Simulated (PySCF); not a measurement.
Broadened absorption spectrum of C5H5OP

Compound: C5H5OP.
SMILES: `C=Cc1occp1`

Computed, not measured: TDDFT wB97X-D/def2-SVPD, vertical, gas phase, core orbitals frozen in the response (PySCF). Isolated species at its GFN2-xTB geometry (one conformer only). Torsions of this conformer, `[CH2:1]=[CH:2][c:3]1[o:4][cH:5][cH:6][p:7]1`: C1–C2–C3–O4 180°.

Computed states:

```
state  E (eV)       f
   S1    4.17   0.274
   S2    5.44   0.012
   S3    5.63  0.0032
   S4    6.00  0.0022
   S5    6.25   0.163
   S6    6.49  0.0001
   S7    6.74   0.013
   S8    6.80  0.0001
```

Broadening: Gaussians 0.25 eV wide at half height, area fixed by f = 4.319×10⁻⁹ ∫ε dν̃. The width is an assumption, not a result. The curve ends short of the highest state used, and states not computed would add to its high-energy end.

Question: Give the broadened spectrum and its maxima.

Answer: 
| E (eV) | ε (L mol⁻¹ cm⁻¹) |
| --- | --- |
| 3.79 | 56 |
| 3.85 | 354 |
| 3.90 | 1288 |
| 3.96 | 4518 |
| 4.02 | 11517 |
| 4.07 | 19682 |
| 4.13 | 27938 |
| 4.18 | 29309 |
| 4.24 | 23164 |
| 4.30 | 13302 |
| 4.35 | 6564 |
| 4.41 | 2099 |
| 4.46 | 636 |
| 4.52 | 113 |
| 4.58 | 15 |
| 4.63 | 2 |
| 4.69 | 0 |
| 4.74 | 0 |
| 4.80 | 0 |
| 4.86 | 0 |
| 4.91 | 0 |
| 4.97 | 0 |
| 5.02 | 0 |
| 5.08 | 4 |
| 5.14 | 22 |
| 5.19 | 74 |
| 5.25 | 244 |
| 5.31 | 586 |
| 5.36 | 957 |
| 5.42 | 1304 |
| 5.47 | 1358 |
| 5.53 | 1145 |
| 5.59 | 821 |
| 5.64 | 583 |
| 5.70 | 362 |
| 5.75 | 226 |
| 5.81 | 141 |
| 5.87 | 165 |
| 5.92 | 310 |
| 5.98 | 855 |
| 6.03 | 2103 |
| 6.09 | 5441 |
| 6.15 | 10880 |
| 6.20 | 15400 |

Maxima: 298 nm (4.17 eV), ε about 30000, made up of S1 (100%); 227 nm (5.46 eV), ε about 1400, made up of S2 (94%) (ε in L mol⁻¹ cm⁻¹; maxima over ε = 5, shares over 10%). At its high-energy end, 6.20 eV, the curve is still rising (ε about 15000, from S5).

Question: What would ε be at 4.17 eV, the highest of these maxima, with half the width (0.125 eV)?

Answer: About 59000 L mol⁻¹ cm⁻¹ against 29600, a factor of about 1.99; a lone state at its own centre would give exactly 2.

Question: On this curve, what absorbance would a 10⁻⁵ mol/L sample give at 222 nm over a 1 cm path?

Answer: 222 nm is 5.585 eV, where ε is about 850 L mol⁻¹ cm⁻¹, so A = ε c l ≈ 0.0085 (Beer–Lambert, with the gas-phase spectrum and the assumed width).

Rough CPU time on one thread of a shared machine: about 60 s.
